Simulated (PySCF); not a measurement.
C₆H₇N, charge -1, doublet, geometry from GFN2-xTB (a state made from the parent by changing its charge; the spin is typed, not shown lowest) (in this run its highest filled SCF level lies above zero, so its values depend strongly on the basis, on diffuse functions most of all); PBE/6-31G (PySCF).

PySCF was given this input:
```python
from pyscf import gto, scf, dft, solvent

mol = gto.M(
    atom='''
N     2.30410382   -0.38067175    0.32482320
C     0.90243619   -0.14326808    0.11475574
C     0.35525689    1.05310369    0.53926537
C    -1.07478493    1.26622713    0.38272783
C    -1.83903784    0.27585071   -0.19939572
C    -1.29119500   -0.91287867   -0.63595786
C     0.13851148   -1.12937886   -0.48099889
H     2.67126006   -1.00214438   -0.38932552
H     2.81983262    0.49388269    0.31003537
H     0.97354829    1.82118219    0.99543783
H    -1.51471043    2.19978486    0.72130530
H    -2.91338117    0.43891608   -0.31998051
H    -1.90059772   -1.68584424   -1.09514380
H     0.58820089   -2.05901047   -0.81846986
''',
    basis='6-31g',
    charge=-1,
    spin=1,
    verbose=4,
)

mf = dft.UKS(mol)
mf.xc = 'pbe'
mf.kernel()
mf.analyze()
```

Output, abridged:

```
PySCF version 2.14.0

[INPUT] verbose = 4
[INPUT] num. atoms = 14
[INPUT] num. electrons = 51
[INPUT] charge = -1
[INPUT] spin (= nelec alpha-beta = 2S) = 1
[INPUT] symmetry False subgroup None
[INPUT] Mole.unit = angstrom
[INPUT] Symbol           X                Y                Z      unit          X                Y                Z       unit  Magmom
[...]
nuclear repulsion = 269.666596999943
number of shells = 49
number of NR pGTOs = 182
number of NR cGTOs = 77
basis = 6-31g
ecp = {}

******** <class 'pyscf.dft.uks.UKS'> ********
method = UKS
initial guess = minao
damping factor = 0
level_shift factor = 0
DIIS = <class 'pyscf.scf.diis.CDIIS'>
diis_start_cycle = 1
diis_space = 8
diis_damp = 0
SCF conv_tol = 1e-09
SCF conv_tol_grad = None
SCF max_cycles = 50
direct_scf = True
direct_scf_tol = 1e-13
number electrons alpha = 26  beta = 25
XC library pyscf.dft.libxc version 7.1.2
    S. Lehtola, C. Steigemann, M. J. T. Oliveira, and M. A. L. Marques,  SoftwareX 7, 1–5 (2018)
XC functionals = pbe
    J. P. Perdew, K. Burke, and M. Ernzerhof,  Phys. Rev. Lett. 77, 3865 (1996)
    J. P. Perdew, K. Burke, and M. Ernzerhof,  Phys. Rev. Lett. 78, 1396 (1997)
    J. P. Perdew, K. Burke, and M. Ernzerhof,  Phys. Rev. Lett. 77, 3865 (1996)
    J. P. Perdew, K. Burke, and M. Ernzerhof,  Phys. Rev. Lett. 78, 1396 (1997)
radial grids:
    Treutler-Ahlrichs [JCP 102, 346 (1995); DOI:10.1063/1.469408] (M4) radial grids

becke partition: Becke, JCP 88, 2547 (1988); DOI:10.1063/1.454033
pruning grids: <function nwchem_prune>
grids dens level: 3
symmetrized grids: False
atomic radii adjust function: <function treutler_atomic_radii_adjust>
small_rho_cutoff = 0
Set gradient conv threshold to 3.16228e-05
tot grids = 167272
init E= -287.949676576405

cycle= 1 E= -286.896908341796  delta_E= 1.05  |g|= 0.547  |ddm|=  2.8

cycle= 2 E= -286.400463505098  delta_E= 0.496  |g|= 0.962  |ddm|= 6.73
cycle= 3 E= -287.025853141949  delta_E= -0.625  |g|= 0.306  |ddm|= 6.61
cycle= 4 E= -287.082340545088  delta_E= -0.0565  |g|= 0.0567  |ddm|= 0.398
cycle= 5 E= -287.084770470387  delta_E= -0.00243  |g|= 0.0288  |ddm|= 0.195
cycle= 6 E= -287.085056315361  delta_E= -0.000286  |g|= 0.0177  |ddm|= 0.0476
cycle= 7 E= -287.085233604733  delta_E= -0.000177  |g|= 0.00267  |ddm|= 0.0253
cycle= 8 E= -287.08523798371  delta_E= -4.38e-06  |g|= 0.00194  |ddm|= 0.00739
cycle= 9 E= -287.085240183883  delta_E= -2.2e-06  |g|= 0.000285  |ddm|= 0.00261
[...]
converged SCF energy = -287.085240284153  <S^2> = 0.75505479  2S+1 = 2.0050484
Total Energy =                        -287.085240284152519
[...]
spin_pop of  6 C 3s       -0.00018
spin_pop of  6 C 2px       0.00837
spin_pop of  6 C 2py       0.05155
spin_pop of  6 C 2pz       0.19713
spin_pop of  6 C 3px       0.00022
spin_pop of  6 C 3py       0.00138
spin_pop of  6 C 3pz       0.00667
spin_pop of  7 H 1s        0.00330
spin_pop of  7 H 2s        0.00170
spin_pop of  8 H 1s        0.00330
spin_pop of  8 H 2s        0.00170
spin_pop of  9 H 1s       -0.00827
spin_pop of  9 H 2s        0.00008
spin_pop of  10 H 1s       -0.00915
spin_pop of  10 H 2s        0.00007
spin_pop of  11 H 1s        0.00141
spin_pop of  11 H 2s       -0.00003
spin_pop of  12 H 1s       -0.00915
spin_pop of  12 H 2s        0.00007
spin_pop of  13 H 1s       -0.00827
spin_pop of  13 H 2s        0.00008
 ** Mulliken Spin Density (per atom)  **
spin density of  0 N =      0.00103
spin density of  1 C =     -0.04840
spin density of  2 C =      0.27354
spin density of  3 C =      0.29206
spin density of  4 C =     -0.06066
spin density of  5 C =      0.29206
spin density of  6 C =      0.27355
spin density of  7 H =      0.00500
spin density of  8 H =      0.00500
spin density of  9 H =     -0.00819
spin density of  10 H =     -0.00908
spin density of  11 H =      0.00138
spin density of  12 H =     -0.00908
spin density of  13 H =     -0.00819
 ** Mulliken pop alpha/beta on meta-lowdin orthogonal AOs **
 ** Mulliken pop       alpha | beta **
In total            26.00000 | 25.00000
 ** Mulliken atomic charges   ( Nelec_alpha | Nelec_beta ) **
charge of  0N =     -0.44445  (     3.72274      3.72171 )
charge of  1C =      0.07324  (     2.93918      2.98758 )
charge of  2C =     -0.30302  (     3.28828      3.01474 )
charge of  3C =     -0.25847  (     3.27527      2.98320 )
charge of  4C =     -0.15149  (     3.04541      3.10608 )
charge of  5C =     -0.25848  (     3.27527      2.98321 )
charge of  6C =     -0.30302  (     3.28828      3.01473 )
charge of  7H =      0.18065  (     0.41217      0.40717 )
charge of  8H =      0.18065  (     0.41217      0.40717 )
charge of  9H =      0.05524  (     0.46828      0.47648 )
charge of  10H =      0.05769  (     0.46661      0.47569 )
charge of  11H =      0.05851  (     0.47143      0.47005 )
charge of  12H =      0.05770  (     0.46661      0.47569 )
charge of  13H =      0.05524  (     0.46828      0.47648 )

WARN: System has nonzero charge -1; the dipole moment is origin-dependent.
Location of origin: [0. 0. 0.]

Dipole moment(X, Y, Z, Debye):  2.32684,  0.28493, -1.10379
```
